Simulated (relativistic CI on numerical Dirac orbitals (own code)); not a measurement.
Method of calculation: Dirac-Coulomb-Breit CI, KLI orbitals optimised for each configuration, QED by a radiative potential, unscaled Slater integrals (own radial code, finite nucleus).

Configurations in the expansion (outside the closed core [Ar] 3d10): 4s²4p⁶, 4s²4p⁵4d, 4s4p⁶4d, 4s²4p⁵4f, 4s4p⁶4f, 4s²4p⁵5s, 4s²4p⁵5p, 4s4p⁶5s, 4p⁶4d4f, 4s²4p⁵5d, 4s4p⁶5p, 4s²4p⁵5f, 4s²4p⁵5g, 4s4p⁶5d, 4s²4p⁵6s, 4s²4p⁵6p, 4s²4p⁵6d, 4s4p⁶5f, 4p⁶4f5s, 4s²4p⁵6f, 4s4p⁶5g, 4p⁶4d², 4p⁵4d³, 4p⁵4d²4f, 4p⁵4d²5s, 4p⁵4d²5p, 4p⁶4f², 4p⁵4d4f², 4p⁵4f³, 4p⁵4f²5s, 4p⁵4f²5p, 4p⁶4d5s, 4p⁵4d4f5s, 4p⁵4d5s², 4p⁵4d5s5p. Double excitations out of closed p, d and f shells are left out; levels of such configurations are missing from the list, as are those of other unlisted configurations, and high levels can miss mixing partners. These lack a partner that the ground configuration has and come out too high: 4s²4p⁵5d, 4s²4p⁵5f, 4s²4p⁵5g, 4s²4p⁵6s, 4s²4p⁵6p.

At this charge energies of transitions that change n are usually good to better than 1 %, and those within a shell (Δn = 0) to a few per cent.

Outline of the computed level scheme of Ba XXI. Lowest level of each configuration: 4s²4p⁶ ¹S0 at 0.000 eV; 4s²4p⁵4d ³P°0 at 86.239 eV; 4s4p⁶4d ³D1 at 170.879 eV; 4s²4p⁵4f ³G5 at 204.221 eV; 4s²4p⁵5s ³P°2 at 258.240 eV; 4s²4p⁵5p ³S1 at 282.142 eV; 4s4p⁶4f ³F°2 at 289.198 eV.

Some strong electric-dipole decays among the lowest 45 levels: 4s²4p⁵4d ¹P°1 → 4s²4p⁶ ¹S0 (1.2e+12 s⁻¹); 4s²4p⁵5s ¹P°1 → 4s²4p⁶ ¹S0 (4.4e+11 s⁻¹); 4s²4p⁵4f ³D3 → 4s²4p⁵4d ³D°2 (2.8e+11 s⁻¹); 4s²4p⁵5p ³D2 → 4s²4p⁵4d ³F°3 (2.5e+11 s⁻¹); 4s²4p⁵5p ³D3 → 4s²4p⁵4d ³F°4 (2.5e+11 s⁻¹); 4s²4p⁵4f ³G3 → 4s²4p⁵4d ³F°2 (2.5e+11 s⁻¹); 4s²4p⁵4f ¹G4 → 4s²4p⁵4d ¹F°3 (2.4e+11 s⁻¹); 4s²4p⁵4f ³G5 → 4s²4p⁵4d ³F°4 (2.4e+11 s⁻¹).

LS names give the leading component of a level, which can be under half, so a name can repeat, a term be missing and a line seem to break the LS rules.
